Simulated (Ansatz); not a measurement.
Ideal-gas functions of `[NH]=[Nb]([NH2])([OH])[F]` at 800 K and 1 bar, from an Ansatz frequency run at PBE0-D4/def2-TZVP.

Molar mass 159.95 g/mol, point group C1 (symmetry number 1), electronic degeneracy 1, moments of inertia 158.248, 163.072, 181.248 u Å². Harmonic wavenumbers (cm⁻¹, unscaled): 182, 188, 200, 214, 235, 373, 385, 455, 474, 540, 591, 614, 666, 709, 730, 1025, 1545, 3568, 3654, 3680, 3938.

Use S(trans) = R[1.5 ln M + 2.5 ln T − 1.1517]; rotational temperatures θ = 24.2544 K / I; S(rot) = R[ln(√π/σ · √(T³/θAθBθC)) + 1.5]; for each mode x = 1.438777 ν̃/T, S = R[x/(eˣ − 1) − ln(1 − e⁻ˣ)] and H = RT x/(eˣ − 1); 1 cm⁻¹ = 0.0119627 kJ/mol; R = 8.31446 J/(mol·K).

Task: By hand: the entropy, in J/(mol·K).

Result: Translation 192.7. Rotation: θ = 0.1533, 0.1487, 0.1338 K, giving 124.7. Vibration, mode by mode: 17.64, 17.37, 16.86, 16.30, 15.54, 11.79, 11.53, 10.21, 9.89, 8.88, 8.19, 7.90, 7.29, 6.84, 6.62, 4.31, 2.06, 0.10, 0.09, 0.08, 0.06, in all 179.6. Electronic 0.0. Sum 497.0 J/(mol·K).

Task: By hand: H − E and G − E in kJ/mol, counted from the electronic energy.

Result: Zero-point energy ½ × 23966 × 0.0119627 = 143.3; thermal vibration 70.3; translation, rotation and pV give 4 RT = 26.6. H − E = 240.2 kJ/mol, and G − E = 240.2 − 800 × 497.0/1000 = -157.4 kJ/mol.

Vibration gives 36 % of the entropy. The sum counts one conformer and one mirror image; others add a mixing term.
